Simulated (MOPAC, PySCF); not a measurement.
[Ag(H2O)(H)], neutral singlet in the gas phase. 

Cartesian coordinates (Å):
```xyz
5

Ag    -0.0559    -0.0109    -0.0147
O      1.4203     1.5788     0.5339
H      2.1571     1.6273    -0.0922
H      1.8341     1.4142     1.3936
H     -1.0732    -1.1684    -0.4022
```
Charge 0, spin multiplicity 1.

All levels are single points at this geometry (r2SCAN-D4/def2-SVP); Pople sets use spherical d functions. Orbital energies aren't observables, and empty levels follow the basis.

B3LYP/6-31G* (LANL2DZ on Ag) in PySCF gives dipole (D) = 6.08.

Question: Estimate the dipole (D) from each of these levels: B3LYP-D3(BJ)/def2-TZVP in PySCF; TPSSh-D3(BJ)/def2-TZVP in PySCF; B3LYP/6-311+G** (LANL2DZ on Ag) in PySCF; B3LYP/LANL2DZ in PySCF; BP86/6-31G* (LANL2DZ on Ag) in PySCF; M06-2X/6-31G* (LANL2DZ on Ag) in PySCF; HF/6-31G* (LANL2DZ on Ag) in PySCF; PM6 in MOPAC.

Answer: 
```csv
level,dipole (D)
B3LYP-D3(BJ)/def2-TZVP in PySCF,5.76
TPSSh-D3(BJ)/def2-TZVP in PySCF,5.84
B3LYP/6-311+G** (LANL2DZ on Ag) in PySCF,5.83
B3LYP/LANL2DZ in PySCF,6.22
BP86/6-31G* (LANL2DZ on Ag) in PySCF,5.90
M06-2X/6-31G* (LANL2DZ on Ag) in PySCF,6.32
HF/6-31G* (LANL2DZ on Ag) in PySCF,7.04
PM6 in MOPAC,3.49
```
